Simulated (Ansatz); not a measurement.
Species: MgI2 (charge -1, doublet). 
Geometry from a B3LYP-D3(BJ)/def2-TZVP (Ansatz, a first-principles code) optimisation:
```xyz
3

Mg     1.2133     0.3424     0.2251
I     -0.3632     1.7536    -1.5349
I      0.0885    -1.8311     1.4839
```
Charge -1, spin multiplicity 2.

### Question
Give the harmonic wavenumbers at B3LYP-D3(BJ)/def2-TZVP (Ansatz, finite differences of forces, unscaled).

### Answer
46, 198, 258 cm⁻¹. Zero-point energy 0.7 kcal/mol.

### Question
From these and the geometry, give the ideal-gas thermochemistry at 298.15 K and 1 atm (rigid rotor, harmonic oscillator).

### Answer
Point group C2v, rotational symmetry number 2. Rotational constants 11.21, 0.3593, 0.3481 GHz. S(trans) 42.77, S(rot) 28.44, S(vib) 8.79, S(elec, spin only) 1.38, S 81.4 cal/(mol K). H(298) - H(0) 3.55 kcal/mol; G - E(el) -20.0 kcal/mol.
